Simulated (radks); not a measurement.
Spherical quantum dot in the effective-mass picture: electrons in a parabolic well V = omega^2 r^2 / 2 with omega = 0.393, all in effective atomic units (hartree* = m*/eps^2 hartree, bohr* = eps/m* bohr), one dielectric constant everywhere. Calculated with a radial shooting solver with Libxc functionals: non-relativistic Kohn-Sham, LDA (Slater exchange, Perdew-Wang correlation), spin-polarised, spherical densities. Levels are named by radial order and angular momentum (1s, 1p, 1d, 2s, ...), and open shells are averaged over m. Each electron was tried in the lowest free levels, single moves between levels near the top were tried too, and the lowest total energy was kept; such a search can miss a lower state. At N = 1 the Hartree and exchange-correlation terms need not cancel, so that row can carry a self-interaction error.

\begin{tabular}{lrrrrr}
N & open shells & 2S & mu = E(N) - E(N-1) (hartree*) & addition energy mu(N+1) - mu(N) (hartree*) & e(HOMO) (hartree*) \\ \hline
1 & 1s(up 1, down 0) & 1 & 0.60513 & 0.4272 & 0.77843 \\
2 & none & 0 & 1.0323 & 0.6216 & 1.1968 \\
3 & 1p(up 1, down 0) & 1 & 1.6539 & 0.2781 & 1.7926 \\
4 & 1p(up 2, down 0) & 2 & 1.9320 & 0.2758 & 2.0708 \\
5 & 1p(up 3, down 0) & 3 & 2.2078 & 0.3312 & 2.3437 \\
6 & 1p(up 3, down 1) & 2 & 2.5390 & 0.2475 & 2.6628 \\
7 & 1p(up 3, down 2) & 1 & 2.7865 & 0.2456 & 2.9099 \\
8 & none & 0 & 3.0322 & 0.4670 & 3.1537 \\
9 & 1d(up 1, down 0) & 1 & 3.4992 & 0.2184 & 3.6088 \\
10 & 1d(up 2, down 0) & 2 & 3.7176 & 0.2160 & 3.8261 \\
11 & 1d(up 3, down 0) & 3 & 3.9336 & 0.2131 & 4.0406 \\
12 & 1d(up 4, down 0) & 4 & 4.1467 & 0.2101 & 4.2523 \\
13 & 1d(up 5, down 0) & 5 & 4.3569 & 0.2553 & 4.4609 \\
14 & 1d(up 5, down 1) & 4 & 4.6121 & 0.1984 & 4.7116 \\
15 & 1d(up 5, down 2) & 3 & 4.8105 & 0.1967 & 4.9092 \\
16 & 1d(up 5, down 3) & 2 & 5.0072 & 0.1948 & 5.1050 \\
17 & 1d(up 5, down 4) & 1 & 5.2020 & 0.1927 & 5.2987 \\
18 & none & 0 & 5.3946 & 0.2372 & 5.4902 \\
19 & 2s(up 1, down 0) & 1 & 5.6319 & 0.2156 & 5.7286 \\
20 & none & 0 & 5.8474 & 0.2927 & 5.9428 \\
21 & 1f(up 1, down 0) & 1 & 6.1401 & 0.1764 & 6.2286 \\
22 & 1f(up 2, down 0) & 2 & 6.3165 & 0.1749 & 6.4042 \\
23 & 1f(up 3, down 0) & 3 & 6.4915 & 0.1735 & 6.5785 \\
24 & 1f(up 4, down 0) & 4 & 6.6650 & 0.1720 & 6.7512 \\
25 & 1f(up 5, down 0) & 5 & 6.8370 & 0.1706 & 6.9225 \\
26 & 1f(up 6, down 0) & 6 & 7.0075 & 0.1691 & 7.0923 \\
27 & 1f(up 7, down 0) & 7 & 7.1767 & 0.2046 & 7.2608 \\
28 & 1f(up 7, down 1) & 6 & 7.3812 & 0.1639 & 7.4634 \\
29 & 1f(up 7, down 2) & 5 & 7.5451 & 0.1628 & 7.6267 \\
30 & 1f(up 7, down 3) & 4 & 7.7080 & 0.1617 & 7.7890 \\
31 & 1f(up 7, down 4) & 3 & 7.8697 & 0.1606 & 7.9502 \\
32 & 1f(up 7, down 5) & 2 & 8.0304 & 0.1595 & 8.1103 \\
33 & 1f(up 7, down 6) & 1 & 8.1899 & 0.1584 & 8.2693 \\
34 & none & 0 & 8.3483 & - & 8.4272 \\
\end{tabular}

All shells are closed at N = 2, 8, 18, 20, 34 (there: 1s2 1p6 1d10 2s2 1f14); the second difference of the energy has clear peaks (12 % above both neighbours; the first and last values, which can be the largest, are not judged, and half-filled shells can peak too) at N = 2, 5, 8, 13, 20, 27.
